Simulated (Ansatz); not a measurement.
CH₆F₂OSSi₂ (`CO[SiH](F)S[SiH2]F`), relaxed with RKS PBE0-D4/def2-TZVP in Ansatz 0.2.0 from a GFN2-xTB geometry. The force threshold is 0.005 eV/Å; the program also tests the step.

Charge 0, multiplicity 1.

Start:

```xyz
13

C     0.366    2.516   -1.053
O    -0.001    1.881    0.138
Si    0.255    0.386    0.645
F    -0.728    0.306    1.903
S    -0.363   -1.014   -0.853
Si   -0.667   -2.773    0.320
F     0.624   -2.980    1.256
H     1.431    2.755   -1.040
H    -0.212    3.436   -1.129
H     0.154    1.877   -1.912
H     1.590    0.102    1.115
H    -0.676   -3.859   -0.631
H    -1.773   -2.635    1.241
```

(1) How much energy does the relaxation release, and in how many steps? (Best estimate.)

(2) Which bonds change most? (An estimate is asked.)

(3) Give the relaxed structure. (Best estimate.)

Answers

(1) Computed: 16.63 kJ/mol, in 64 steps, 7 of them rejected.

(2) Ansatz gave: Si3–H11 from 1.444 to 1.479 Å; Si6–H12 from 1.444 to 1.477 Å; Si6–H13 from 1.446 to 1.478 Å; S5–Si6 from 2.136 to 2.117 Å.

(3) The calculation gave: 
```xyz
13

C     0.700    1.760   -0.998
O    -0.174    1.886    0.107
Si   -0.749    0.687    1.024
F    -1.875    1.342    1.925
S    -1.658   -0.842   -0.154
Si   -0.129   -2.295    0.020
F     1.198   -1.803   -0.727
H     1.688    1.415   -0.681
H     0.798    2.744   -1.456
H     0.302    1.059   -1.736
H     0.280    0.095    1.905
H    -0.628   -3.508   -0.659
H     0.246   -2.538    1.429
```
